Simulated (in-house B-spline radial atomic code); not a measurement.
Configurations of Kr7+, with energies counted from [Ar] 3d10 4s1. Method: scalar-relativistic (X2C) B97-1, spin-polarised, spherical fractional occupations, Fermi nucleus of rms radius 4.1884 fm. Calculated with a radial B-spline atomic code at the basis-set limit. Caution: exact exchange at fractional occupations of open shells leaves self-interaction of up to several eV. Shells without spins written out take the highest spin.

Occupations are held fixed; configurations that lie above the ionisation limit could autoionise.

```json
{"configuration": "[Ar] 3d10 4p(1 up, 0 down)", "E - E(ref) (eV)": "19.645", "highest orbital": "4p up", "its <r> (bohr)": "1.451"}
{"configuration": "[Ar] 3d10 5s(1 up, 0 down)", "E - E(ref) (eV)": "60.035", "highest orbital": "5s up", "its <r> (bohr)": "2.516"}
{"configuration": "[Ar] 3d(5 up, 4 down) 4s(1 up, 0 down) 5p(1 up, 0 down)", "E - E(ref) (eV)": "155.57", "highest orbital": "5p up", "its <r> (bohr)": "2.672"}
{"configuration": "[Ar] 3d9 4s1 5d1", "E - E(ref) (eV)": "167.13", "highest orbital": "5d up", "its <r> (bohr)": "3.088"}
{"configuration": "[Ne] 3s2 3p5 3d10 4s1 4d1", "E - E(ref) (eV)": "248.21", "highest orbital": "4d up", "its <r> (bohr)": "1.646"}
{"configuration": "[Ne] 3s2 3p5 3d10 4s1 5f1", "E - E(ref) (eV)": "293.67", "highest orbital": "5f up", "its <r> (bohr)": "3.63"}
```

Order these further configurations by energy, lowest first.
A. [Ne] 3s2 3p5 3d10 4s1 5d1
B. [Ne] 3s2 3p5 3d10 4s1 5p1
C. [Ar] 3d9 4s2
D. [Ne] 3s2 3p5 3d10 4s1 5s1
E. [Ne] 3s2 3p5 3d10 4s1 4f1

C (84.455 eV), D (263.27 eV), B (271.36 eV), E (273.58 eV), A (282.95 eV).

How far above the reference does [Ar] 3d10 4f1 lie?

71.096 eV; its least bound orbital is 4f up with <r> = 2.145 bohr.

How far above the reference does [Ar] 3d(4 up, 5 down) 4s(0 up, 1 down) 4d(0 up, 1 down) lie?

132.36 eV; its least bound orbital is 4d down with <r> = 1.645 bohr.
